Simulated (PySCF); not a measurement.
C2H9AlO4Si, singlet, geometry from GFN2-xTB of the parent state (such geometries of metal compounds can be far from the true shape); PySCF with DF-HF/6-31G**.

Here is a job for PySCF.
```python
from pyscf import gto, scf

mol = gto.M(
    atom='''
Al    0.296136    1.340722    1.486926
C     0.990044    2.790757    0.125178
H     2.023913    2.593974   -0.194745
H     1.008218    3.788669    0.583173
H     0.407499    2.900140   -0.801948
C    -1.742887    1.795751    1.739774
H    -2.326239    1.957755    0.821188
H    -1.856552    2.715692    2.328855
H    -2.279921    1.017353    2.300599
O     0.301482   -0.160253    0.518689
Si    0.091830   -1.178094   -0.681615
O     0.893751   -2.602113   -0.510280
O     0.653665   -0.586051   -2.106040
O    -1.492111   -1.610323   -0.849439
H     0.578296   -3.138141    0.210214
H     1.058737    0.269841   -1.992354
H    -2.086565   -0.890475   -0.655571
''',
    basis='6-31g**',
    charge=0,
    spin=0,
    verbose=4,
)

mf = scf.RHF(mol)
mf = mf.density_fit(auxbasis='def2-universal-jkfit')
mf.kernel()
mf.analyze()
```

The log (banner, timings and long lists left out):

```
PySCF version 2.14.0

[INPUT] verbose = 4
[INPUT] num. atoms = 17
[INPUT] num. electrons = 80
[INPUT] charge = 0
[INPUT] spin (= nelec alpha-beta = 2S) = 0
[INPUT] symmetry False subgroup None
[INPUT] Mole.unit = angstrom
[INPUT] Symbol           X                Y                Z      unit          X                Y                Z       unit  Magmom
[...]
nuclear repulsion = 554.495152418022
number of shells = 79
number of NR pGTOs = 327
number of NR cGTOs = 165
basis = 6-31g**
ecp = {}

******** <class 'pyscf.df.df_jk.DFRHF'> ********
method = DFRHF
initial guess = minao
damping factor = 0
level_shift factor = 0
DIIS = <class 'pyscf.scf.diis.CDIIS'>
diis_start_cycle = 1
diis_space = 8
diis_damp = 0
SCF conv_tol = 1e-09
SCF conv_tol_grad = None
SCF max_cycles = 50
direct_scf = False
Set gradient conv threshold to 3.16228e-05
Initial guess from minao.
******** <class 'pyscf.df.df.DF'> ********
auxbasis = def2-universal-jkfit
init E= -911.960781044528
[...]
cycle= 1 E= -911.281668547251  delta_E= 0.679  |g|= 0.941  |ddm|= 3.51
[...]
cycle= 2 E= -911.425737212487  delta_E= -0.144  |g|=  0.5  |ddm|= 0.922
[...]
cycle= 3 E= -911.472395731362  delta_E= -0.0467  |g|= 0.0713  |ddm|= 0.337
[...]
cycle= 4 E= -911.474131524666  delta_E= -0.00174  |g|= 0.0196  |ddm|= 0.0959
[...]
cycle= 5 E= -911.474254799712  delta_E= -0.000123  |g|= 0.00705  |ddm|= 0.0251
[...]
cycle= 6 E= -911.474271636789  delta_E= -1.68e-05  |g|= 0.00139  |ddm|= 0.00864
[...]
cycle= 7 E= -911.474273255869  delta_E= -1.62e-06  |g|= 0.000345  |ddm|= 0.00352
[...]
cycle= 8 E= -911.474273346015  delta_E= -9.01e-08  |g|= 0.000123  |ddm|= 0.000715
[...]
cycle= 9 E= -911.474273356916  delta_E= -1.09e-08  |g|= 3.67e-05  |ddm|= 0.00023
[...]
cycle= 10 E= -911.474273358086  delta_E= -1.17e-09  |g|= 9.98e-06  |ddm|= 8.23e-05
[...]
cycle= 11 E= -911.47427335817  delta_E= -8.41e-11  |g|= 3.95e-06  |ddm|= 2.42e-05
[...]
Extra cycle  E= -911.474273358179  delta_E= -9.09e-12  |g|= 2.3e-06  |ddm|= 5.58e-06
converged SCF energy = -911.474273358179
**** SCF Summaries ****
Total Energy =                        -911.474273358179175
Nuclear Repulsion Energy =             554.495152418022485
One-electron Energy =                -2366.981584054159612
Two-electron Energy =                  901.012158277958065
Two-electron Coulomb Energy =          986.434519654309156
DFT Exchange-Correlation Energy =      -85.422361376351091
HOMO-LUMO gap [eV] =                     9.514840415967090
**** MO energy ****
[...]
 ** Mulliken pop on meta-lowdin orthogonal AOs  **
 ** Mulliken pop  **
 ** Mulliken atomic charges  **
charge of    0Al =      1.03664
charge of    1C =     -0.54025
charge of    2H =      0.08617
charge of    3H =      0.09050
charge of    4H =      0.10955
charge of    5C =     -0.53768
charge of    6H =      0.10957
charge of    7H =      0.08928
charge of    8H =      0.08902
charge of    9O =     -0.92969
charge of   10Si =      1.73628
charge of   11O =     -0.78451
charge of   12O =     -0.78348
charge of   13O =     -0.78843
charge of   14H =      0.33893
charge of   15H =      0.34012
charge of   16H =      0.33798
Dipole moment(X, Y, Z, Debye):  0.82278,  4.12576,  6.51181
```
